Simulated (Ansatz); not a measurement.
Relaxation of BClH8N2SiSn (14 atoms, charge 0, multiplicity 1), to a largest force component of 0.015 eV/Å in at most 40 steps.

Computed with Ansatz 0.2.0, RKS B3LYP/def2-SVP.

```xyz
14
Properties=species:S:1:pos:R:3
N 0.693 -2.432 0.934
B 0.877 -0.900 1.142
Cl 0.425 -0.148 2.764
N 1.646 -0.044 0.070
Si 0.400 0.240 -1.266
Sn -1.522 1.652 -0.399
H 1.646 -2.825 0.839
H 0.347 -2.730 1.877
H 1.790 0.894 0.535
H -0.108 -1.026 -1.755
H 1.059 0.979 -2.311
H -2.306 0.775 0.909
H -0.955 3.180 0.203
H -2.676 1.949 -1.685
```

Where does it end, and by what steps?

The run converged. The force dipped under the threshold on the way, but the program's further checks kept it going. After 16 steps the energy has fallen by 1.578 eV; Cl3 moved furthest, 1.94 Å.

```tsv
step	energy less start (eV)	largest force component (eV/Å)	accepted
0	0.0000	3.291	yes
1	-0.7123	2.081	yes
2	-0.9705	2.481	yes
3	-1.2948	0.521	yes
4	-1.3752	0.286	yes
5	-1.4249	0.228	yes
6	-1.4597	0.509	yes
7	-1.4892	0.473	yes
8	-1.5166	0.401	yes
9	-1.5445	0.145	yes
10	-1.5626	0.081	yes
11	-1.5734	0.036	yes
12	-1.5744	0.335	yes
13	-1.5763	0.147	yes
14	-1.5779	0.010	yes
15	-1.5779	0.018	yes
16	-1.5780	0.014	yes
```

```xyz
14
Properties=species:S:1:pos:R:3
N 0.737 -2.265 1.178
B 1.320 -1.009 1.412
Cl 2.247 -0.792 2.949
N 1.238 0.113 0.529
Si 0.384 0.303 -0.992
Sn -1.787 1.718 -0.745
H 0.226 -2.501 0.337
H 0.842 -3.029 1.832
H 1.713 0.943 0.876
H 0.033 -1.060 -1.490
H 1.277 0.956 -1.996
H -2.892 0.974 0.348
H -1.426 3.287 -0.129
H -2.597 1.925 -2.253
```

The run took 2.3 min on 2 threads of Arm Neoverse V1, on a shared host, peak memory 0.47 GiB.
